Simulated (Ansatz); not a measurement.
Isolated molecules relaxed with PBE0-D4/def2-TZVP in Ansatz; ΔE leaves out vibrations. CCSD(T)/CBS is the MP2 limit (def2-TZVPP, def2-QZVPP) plus CCSD(T) − MP2 in def2-TZVPP, frozen cores. Functionals use def2-TZVPP. B3LYP here is the variant with VWN-RPA as its local correlation; programs differ in this. def2 core potentials past Kr. For Sn outer-core shells are correlated without core-valence functions, which leaves a few kJ/mol of doubt a bond. One conformer a species, not always the lowest.

`CC(C)[Si]C(C)C` + `[OH][Sn][SH]` → `CC(C)[O][Sn][SH]` + `CC(C)[SiH]`  (substitution at a C–Si bond)

| level | ΔE (kcal/mol) | difference from CCSD(T)/CBS |
| --- | --- | --- |
| PBE-D4 | 9.4 | -2.8 |
| r2SCAN-D4 | 9.5 | -2.7 |
| PBE0-D4 | 10.1 | -2.1 |
| B3LYP-D4 | 10.6 | -1.6 |
| ωB97X-V | 10.6 | -1.6 |
| ωB97M-V | 11.3 | -0.9 |
| B2PLYP | 11.2 | -1.0 |
| PBE | 9.5 | -2.7 |
| r2SCAN | 9.5 | -2.7 |
| PBE0 | 10.3 | -1.9 |
| B3LYP | 10.9 | -1.3 |
| HF/def2-TZVPP | 12.5 | 0.3 |
| MP2/def2-TZVPP | 12.2 | 0.0 |
| SCS-MP2/def2-TZVPP | 12.2 | 0.0 |
| CCSD/def2-TZVPP | 12.2 | 0.0 |
| CCSD(T)/def2-TZVPP | 11.6 | -0.6 |
| HF/def2-QZVPP | 12.6 | 0.4 |
| MP2/def2-QZVPP | 12.6 | 0.4 |
| SCS-MP2/def2-QZVPP | 12.7 | 0.5 |
| HF/CBS(def2) | 12.6 | 0.4 |
| MP2/CBS(def2) | 12.9 | 0.7 |
| CCSD/CBS(def2) | 12.9 | 0.7 |
| CCSD(T)/CBS | 12.2 | 0 |

Largest T1 diagnostic among the species: 0.017.

From PBE to PBE0 (25 % exact exchange), in def2-TZVPP and without D4, ΔE moves by +0.7 kcal/mol.
